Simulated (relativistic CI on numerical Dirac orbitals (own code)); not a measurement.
## Hf2+: resonant inelastic scattering at the L2,3 edge

Computed with this model: Dirac-Coulomb-Breit CI, KLI orbitals optimised for each configuration, model QED (radiative potential, 1s self-energy scaled to tabulated hydrogen-like ionisation energies), Kramers-Heisenberg scattering through one core-hole configuration in a parametric crystal field, unscaled Slater integrals; configurations [Xe] 4f14 5d2 → [He] 2s2 2p5 3s2 3p6 3d10 4s2 4p6 4d10 4f14 5s2 5p6 5d3; 10 K; core-hole width 3 eV; summed over polarisations. Incident energies are the highest absorption maxima for each field (at most a few, so the weaker spin-orbit partner edge can be absent), on the computed scale of the free ion. Intensities are in per cent of the strongest line above 0.02 eV; levels within 1 cm⁻¹ are merged; final levels count from the ground level, the first row holds all elastic scattering, lines under 0.4 are left out and each table stops after 24 rows. The scale of the Slater integrals is a model choice and moves the terms in proportion.

Field parameters in Wybourne normalisation: Oh B⁴₀ = 21Dq, B⁴₄ = √(5/14) B⁴₀. The field is a parameter set, without covalency.

S is read from ⟨S²⟩ = S(S + 1).

Oh, 10Dq = 5500 cm⁻¹:

```
Final level (eV)  Degeneracy  Irrep     S  9558.9 eV  10737.5 eV
           0.000           2      E  0.99     3639.9       242.3
           0.046           3     T2  0.99       59.0        72.4
           0.283           3     T1  1.00       14.8         5.2
           0.421           1     A1  0.99        6.8        16.2
           0.698           3     T2  0.96       28.3        40.3
           0.729           1     A2  1.00        4.2         8.2
           0.874           3     T1  1.00       30.6         9.9
           0.909           2      E  0.99       25.8        12.5
           1.350           2      E  0.19      100.0        11.8
           1.354           3     T2  0.25       99.5        19.3
           1.519           3     T2  0.96       19.2         2.3
           1.713           1     A1  0.98       17.6        52.8
           1.817           3     T1  1.00       67.3        16.1
           1.976           3     T2  0.87       12.9         5.0
           2.002           2      E  0.92       15.0         0.7
           2.222           3     T2  0.26        1.4         3.2
           2.320           1     A1  0.04       12.9         6.4
           2.375           3     T1  0.02       12.7         5.6
           2.824           2      E  0.06        3.2         0.7
           4.791           1     A1  0.02        4.5         4.3
```

Oh, 10Dq = 12450 cm⁻¹:

```csv
Final level (eV),Degeneracy,Irrep,S,9559 eV,10737.8 eV
0.000,2,E,0.99,2370.0,213.6
0.024,3,T2,0.99,18.2,36.1
0.244,3,T1,1.00,17.6,4.3
0.349,1,A1,1.00,9.2,19.0
1.193,3,T2,0.37,3.5,34.5
1.307,2,E,0.07,56.1,9.2
1.487,1,A2,1.00,2.0,7.7
1.607,3,T2,0.84,100.0,8.9
1.610,3,T1,1.00,32.7,11.2
1.628,2,E,1.00,28.7,14.8
2.373,1,A1,0.78,11.6,35.4
2.533,3,T1,1.00,46.1,12.7
2.618,3,T2,0.85,33.8,7.4
2.642,1,A1,0.43,8.1,0.8
2.676,2,E,0.98,18.7,0.8
2.854,3,T2,0.50,1.5,4.9
3.131,3,T1,0.02,8.0,5.5
3.204,3,T2,0.88,4.0,0.5
4.402,2,E,0.02,0.8,0.3
6.050,1,A1,0.01,0.9,1.0
```

For the first field the strongest loss at the lowest incident energy is the level at 1.35 eV (S = 0.19, against 0.99 in the thermal ground state). Levels of other spin, the first over 8 % at 1.35 eV, appear because spin-orbit coupling of the core hole, and in heavier ions of the valence shell too, mixes spins.
